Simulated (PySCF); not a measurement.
Species: C6H7O3P.
Atom-mapped SMILES: `[CH3:1][O:2][C:3](=[O:4])[c:5]1[p:6][cH:7][o:8][c:9]1[CH3:10]`

NICS = −σ at a ghost point: NICS(0) at the centroid of the ring atoms, NICS(1) 1 Å to either side along the normal of their mean plane, zz for the tensor component along that normal. Level: GIAO PBE0/pcSseg-1 (PySCF, non-relativistic, gas phase) on the GFN2-xTB geometry, one conformer.

Ring bond lengths (Å), with Mayer bond orders in brackets: C5–P6 1.778 (1.12), P6–C7 1.708 (1.56), C7–O8 1.345 (1.05), O8–C9 1.330 (1.08), C9–C5 1.374 (1.45).

**Question.** Give the NICS values of each ring in ppm.

**Answer.** 
```csv
ring,type,NICS(0),"NICS(1), two faces","NICS(1)zz, two faces",rms pucker (Å),"centre to ring atoms, mean (Å)"
C5–P6–C7–O8–C9,5-membered ring with O and P; formal bonds all aromatic,-10.8,-10.4 / -10.4,-23.1 / -23.0,0.00,1.27
```

**Question.** What do they say, and how far can they be read as aromaticity?

**Answer.** 
- C5–P6–C7–O8–C9: mean NICS(1)zz -23.1 ppm, shielded.

**Question.** And the bond-length index? HOMA takes Krygowski's 1993 parameters.

**Answer.** 
- C5–P6–C7–O8–C9: HOMA 0.50; the largest term is that of C7–O8, α(R − Ropt)² = 1.01.

**Question.** At the first NICS(1) probe listed for ring C5–P6–C7–O8–C9, 1 Å off the ring, how large is the induced field along the normal in 7.05 T applied along it?

**Answer.** NICSzz × B0 = -23.1 ppm × 7.05 T = -163 μT, against the applied field.

**Question.** List the ring angles and the Hirshfeld charges of the ring atoms.

**Answer.** 
- C5–P6–C7–O8–C9: C5 111.7° (-0.122 e), P6 86.4° (+0.055 e), C7 116.3° (-0.052 e), O8 112.0° (-0.040 e), C9 113.7° (+0.100 e); sum 540.0° against 540° for a flat convex ring.

Conformer computed: `[CH3:1][O:2][C:3](=[O:4])[c:5]1[p:6][cH:7][o:8][c:9]1[CH3:10]`: C1–O2–C3–O4 0°, O2–C3–C5–P6 0°.
